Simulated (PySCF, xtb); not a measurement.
Ti(OH)3(NH2) (H₅NO₃Ti), SMILES [NH2][Ti]([OH])([OH])[OH], multiplicity 1.

GFN2-xTB run with xtb at its own geometry gives an orbital gap of 3.22 eV and a dipole moment of 0.52 D.

Coordinates come from a B3LYP-D3(BJ)/def2-SVP optimisation. The spin state was assumed, not searched. The structure was generated by enumeration; whether it is a known compound was not checked. One conformer was computed; it need not be the lowest.

Problem. What does CAM-B3LYP/def2-TZVP (PySCF) give? (An estimate is asked for; the answer gives what the named calculation found.)

Solution. gap 8.93 eV (levels -8.85 and 0.08 eV), dipole 1.61 D.
